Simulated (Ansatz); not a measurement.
```yaml
crystal:
  periodic: [false, false, false]
  atoms:
    - {symbol: B, position_ang: [-1.103058, 1.727720, -0.635853]}
    - {symbol: C, position_ang: [-0.534061, 0.289542, -0.559598]}
    - {symbol: C, position_ang: [0.535439, -0.019635, 0.479932]}
    - {symbol: C, position_ang: [0.902525, -1.491916, 0.548444]}
    - {symbol: H, position_ang: [-1.801937, 2.048204, -1.555672]}
    - {symbol: H, position_ang: [-0.906329, 2.528881, 0.235575]}
    - {symbol: H, position_ang: [-0.237463, -0.067017, -1.555518]}
    - {symbol: H, position_ang: [-1.442913, -0.310389, -0.350769]}
    - {symbol: H, position_ang: [0.191562, 0.322993, 1.461614]}
    - {symbol: H, position_ang: [1.432002, 0.569597, 0.258583]}
    - {symbol: H, position_ang: [1.276385, -1.849357, -0.415478]}
    - {symbol: H, position_ang: [0.031903, -2.101813, 0.807394]}
    - {symbol: H, position_ang: [1.676345, -1.681710, 1.296144]}
basis:
  gaussian: {orbitals: "6-31G*"}
magnetization: {spin_polarized: true, initial_magnetization: 1}
hamiltonian: {xc: {name: BLYP}, pseudopotentials: {relativity: none}}
accuracy: high
```

```sh
$ ansatz run in.yaml --threads 2 --pin off --events-out ev --progress --plain --max-ram 4352MiB
```

It prints (some lines left out):

```
Error: a molecule whose nuclei and cores have a total charge of 32 cannot have a net charge of 0 together with 1 unpaired electrons
```

In this input the number of unpaired electrons doesn't fit the electron count. The program refused the input.
